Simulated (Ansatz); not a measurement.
Total energies of [TcNCl4]2- (TcNCl₄²⁻) from Ansatz at PBE-D4/def2-TZVPD, gas phase (1 Eh = 27.2114 eV = 2625.5 kJ/mol). The reference geometry is relaxed at PBE0-D4/def2-SVPD.

| atom | x (Å) | y (Å) | z (Å) |
| --- | --- | --- | --- |
| Tc1 | -0.047 | 0.058 | 0.120 |
| N2 | -0.575 | 0.703 | 1.467 |
| Cl3 | 2.379 | 0.361 | 0.211 |
| Cl4 | -0.071 | 1.902 | -1.489 |
| Cl5 | -2.068 | -0.742 | -1.004 |
| Cl6 | 0.382 | -2.282 | 0.695 |

```csv
state,geometry,energy (Eh)
charge -2 singlet,reference,-1975.95419
charge -1 doublet,reference,-1975.99702
charge -2 triplet,relaxed at PBE0-D4/def2-SVPD,-1975.92207
```

In the def2 sets Tc takes a core potential; there is no spin–orbit coupling. A multiply charged anion in the gas phase is held together partly by the finite basis. Removing one electron lowers the energy by 0.78 eV at PBE0-D4/def2-TZVPD, so it isn't bound.

Q: Work out the vertical ionisation energy to the doublet.

A: E(charge -1 doublet) − E(charge -2 singlet) = -1975.99702 − (-1975.95419) = -0.04283 Eh = -1.17 eV. For comparison, −ε of the highest occupied level is -3.77 eV at this level, 2.60 eV less.

Q: Which of the charge -2 states is lowest, and how far above it are the others?

A: The singlet. triplet: -1975.92207 − (-1975.95419) = 0.03212 Eh = 84.3 kJ/mol.

At PBE-D4/def2-TZVPD the highest occupied level of the charge -2 singlet lies above zero (up to 3.77 eV). By energy differences it is unbound by 1.17 eV (vertical, against the charge -1 doublet, at PBE-D4/def2-TZVPD) and held by the finite basis. At PBE-D4/def2-TZVPD the highest occupied level of the charge -2 triplet lies above zero (up to 3.52 eV). The electron is either unbound and held by the finite basis, or the level is raised by self-interaction error.
